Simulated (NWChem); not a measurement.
Everything below was run with NWChem. System: As₄, charge 1, spin multiplicity 2, at the geometry of a parent with another charge or spin, in a state set for the comparison that need not be this species' ground state. Its SCF solution wasn't tested for a lower state. Level: UB2PLYP/def2-TZVP, 36 core orbitals frozen.

The NWChem input:

```
start mol
memory heap 200 mb stack 900 mb global 1100 mb
charge 1
geometry units angstroms nocenter noautoz
  As     1.216749     0.000000     0.860361
  As    -1.216749     0.000000     0.860361
  As     0.000000    -1.216712    -0.860361
  As     0.000000     1.216712    -0.860361
  symmetry group C2v
end
basis spherical
  * library def2-tzvp
end
dft
  xc hfexch 0.53 becke88 0.47 lyp 0.73 mp2 0.27
  dftmp2
  odft
  mult 2
  semidirect memsize 60000000 filesize 0
  iterations 100
end
mp2
  freeze core 36
end
task dft energy
```

NWChem printed:

```
             Northwest Computational Chemistry Package (NWChem) 7.3.0
             --------------------------------------------------------

                                NWChem Input Module
                                -------------------

 Scaling coordinates for geometry "geometry" by  1.889725989
 (inverse scale =  0.529177249)

 Turning off AUTOSYM since
 SYMMETRY directive was detected!

                             Geometry "geometry" -> ""
                             -------------------------

 Output coordinates in angstroms (scale by  1.889725989 to convert to a.u.)

  No.       Tag          Charge          X              Y              Z
 ---- ---------------- ---------- -------------- -------------- --------------
    1 As                  33.0000     1.21674900     0.00000000     0.86036100
    2 As                  33.0000    -1.21674900     0.00000000     0.86036100
    3 As                  33.0000     0.00000000    -1.21671200    -0.86036100
    4 As                  33.0000     0.00000000     1.21671200    -0.86036100

 Effective nuclear repulsion energy (a.u.)    1420.8736631736

            Nuclear Dipole moment (a.u.)
            ----------------------------
        X                 Y               Z
 ---------------- ---------------- ----------------
     0.0000000000     0.0000000000     0.0000000000

      Symmetry information
      --------------------

 Group name             C2v
 Group number             16
 Group order               4
 No. of unique centers     2

      Symmetry unique atoms

     1    3


 Summary of "ao basis" -> "" (spherical)
 ------------------------------------------------------------------------------
       Tag                 Description            Shells   Functions and Types
 ---------------- ------------------------------  ------  ---------------------
 *                         def2-tzvp                  on all atoms

  dft_input: which_mp2 not specified, using semidirect MP2 by default.

                                 NWChem DFT Module
                                 -----------------

 Summary of "ao basis" -> "ao basis" (spherical)
 ------------------------------------------------------------------------------
       Tag                 Description            Shells   Functions and Types
 ---------------- ------------------------------  ------  ---------------------
 As                        def2-tzvp                16       48   6s5p4d1f

 Summary of "ao basis" -> "ao basis" (spherical)
 ------------------------------------------------------------------------------
       Tag                 Description            Shells   Functions and Types
 ---------------- ------------------------------  ------  ---------------------
 As                        def2-tzvp                16       48   6s5p4d1f

      Symmetry analysis of basis
      --------------------------

        a1         64
        a2         32
        b1         48
        b2         48

            General Information
            -------------------
          SCF calculation type: DFT
          Wavefunction type:  spin polarized.
          No. of atoms     :     4
          No. of electrons :   131
           Alpha electrons :    66
            Beta electrons :    65
          Charge           :     1
          Spin multiplicity:     2
          Use of symmetry is: on ; symmetry adaption is: on
          Maximum number of iterations: 100
          AO basis - number of functions:   192
                     number of shells:    64
[...]
 EAF : mp2_eaftype filesize         144   18962497.
  mp2_eaf for kh                   144
 Done maket at      331.7s
 Done multipass loop at      331.7s

 GA uses MA = F    GA memory limited = T

 Available:
  local mem=  4.43D+07
 global mem=  1.44D+08
 local disk=  0.00D+00
  mp2_memr nvloc                   127
  nvloc new                   127
   1 passes of  29:        5242880                     259278                 221405409.
   1 passes of  29: M     44305208           G      144105472           F      39062328.
  mp2_memr nvloc                   127
  nvloc new                   127
   2 passes of  15:        5242880                     170414                 114550454.
   2 passes of  15: M     44305208           G      144105472           F      39062328.
  mp2_memr nvloc                   127
  nvloc new                   127
   3 passes of  10:        5242880                     138677                  76387970.
   3 passes of  10: M     44305208           G      144105472           F      39062328.
  mp2_memr nvloc                   127
  nvloc new                   127
   4 passes of   8:        5242880                     125982                  61122976.
   4 passes of   8: M     44305208           G      144105472           F      39062328.
  mp2_memr nvloc                   127
  nvloc new                   127
   5 passes of   6:        5242880                     113287                  45857983.
   5 passes of   6: M     44305208           G      144105472           F      39062328.
  mp2_memr nvloc                   127
  nvloc new                   127
   6 passes of   5:        5242880                     106939                  38225486.
   6 passes of   5: M     44305208           G      144105472           F      39062328.

 Semi-direct pass number   1 of   6  for UHF beta        at      333.1s
  vrange nnbf                 17676
  mp2_eaftype                   145  avail_ma_in_mb                   385
 EAF : mp2_eaftype filesize         145   19112743.
  mp2_eaf for mointskh                    145
Node 0 wrote     89.8 Mb in      0.0 s     Agg I/O rate:  2823.1 Mb/s
 Done moints_semi at      388.7s
  mp2_eaftype                   145  avail_ma_in_mb                   385
 EAF : mp2_eaftype filesize         145   19112743.
  mp2_eaf for kh                   145
 Done maket at      389.2s
 Semi-direct pass number   2 of   6  for UHF beta        at      389.2s
  vrange nnbf                 17676
  mp2_eaftype                   145  avail_ma_in_mb                   385
 EAF : mp2_eaftype filesize         145   19112743.
  mp2_eaf for mointskh                    145
Node 0 wrote     89.8 Mb in      0.0 s     Agg I/O rate:  2608.2 Mb/s
 Done moints_semi at      433.8s
  mp2_eaftype                   145  avail_ma_in_mb                   385
 EAF : mp2_eaftype filesize         145   19112743.
  mp2_eaf for kh                   145
 Done maket at      434.2s
 Semi-direct pass number   3 of   6  for UHF beta        at      434.2s
  vrange nnbf                 17676
  mp2_eaftype                   145  avail_ma_in_mb                   385
 EAF : mp2_eaftype filesize         145   19112743.
  mp2_eaf for mointskh                    145
Node 0 wrote     89.8 Mb in      0.0 s     Agg I/O rate:  3109.5 Mb/s
 Done moints_semi at      474.0s
  mp2_eaftype                   145  avail_ma_in_mb                   385
 EAF : mp2_eaftype filesize         145   19112743.
  mp2_eaf for kh                   145
 Done maket at      474.3s
 Semi-direct pass number   4 of   6  for UHF beta        at      474.3s
  vrange nnbf                 17676
  mp2_eaftype                   145  avail_ma_in_mb                   385
 EAF : mp2_eaftype filesize         145   19112743.
  mp2_eaf for mointskh                    145
Node 0 wrote     89.8 Mb in      0.0 s     Agg I/O rate:  2202.7 Mb/s
 Done moints_semi at      518.4s
  mp2_eaftype                   145  avail_ma_in_mb                   385
 EAF : mp2_eaftype filesize         145   19112743.
  mp2_eaf for kh                   145
 Done maket at      518.8s
 Semi-direct pass number   5 of   6  for UHF beta        at      518.8s
  vrange nnbf                 17676
  mp2_eaftype                   145  avail_ma_in_mb                   385
 EAF : mp2_eaftype filesize         145   19112743.
  mp2_eaf for mointskh                    145
Node 0 wrote     89.8 Mb in      0.0 s     Agg I/O rate:  2419.7 Mb/s
 Done moints_semi at      571.0s
  mp2_eaftype                   145  avail_ma_in_mb                   385
 EAF : mp2_eaftype filesize         145   19112743.
  mp2_eaf for kh                   145
 Done maket at      571.4s
 Semi-direct pass number   6 of   6  for UHF beta        at      571.4s
  vrange nnbf                 17676
  mp2_eaftype                   145  avail_ma_in_mb                   385
 EAF : mp2_eaftype filesize         145   19112743.
  mp2_eaf for mointskh                    145
Node 0 wrote     71.8 Mb in      0.0 s     Agg I/O rate:  2604.0 Mb/s
 Done moints_semi at      619.3s
  mp2_eaftype                   145  avail_ma_in_mb                   385
 EAF : mp2_eaftype filesize         145   19112743.
  mp2_eaf for kh                   145
 Done maket at      619.6s
 Done multipass loop at      619.6s

          -------------------------------------------
          DFT energy                   -8941.477505726280
          Unscaled MP2 energy             -1.252921407508
          Total DFT+MP2 energy         -8941.815794506307
          -------------------------------------------

 -----------------------
 Performance information
 -----------------------

 Timer overhead =  2.53D-07 seconds/call

               Nr. of calls         CPU time (s)                 Wall time (s)                GFlops
             ---------------    -------------------     ------------------------------   -------------------
Name         Min   Avg   Max    Min     Avg     Max     Min     Avg     Max   Mx/calls   Min     Max     Sum
mp2: moin    12    12    12   5.83E+2 5.83E+2 5.83E+2  5.83E+2 5.83E+2 5.83E+2  49.      0.0     0.0     0.0
mp2: make    12    12    12    5.1     5.1     5.1      5.1     5.1     5.1    0.42      0.0     0.0     0.0
mp2: tota     1     1     1   5.91E+2 5.91E+2 5.91E+2  5.91E+2 5.91E+2 5.91E+2 5.91E+2   0.0     0.0     0.0

 The average no. of pstat calls per process was 2.50D+01
 with a timing overhead of 6.32D-06s

 Task  times  cpu:      619.6s     wall:      619.6s

 Total times  cpu:      619.6s     wall:      619.6s
```
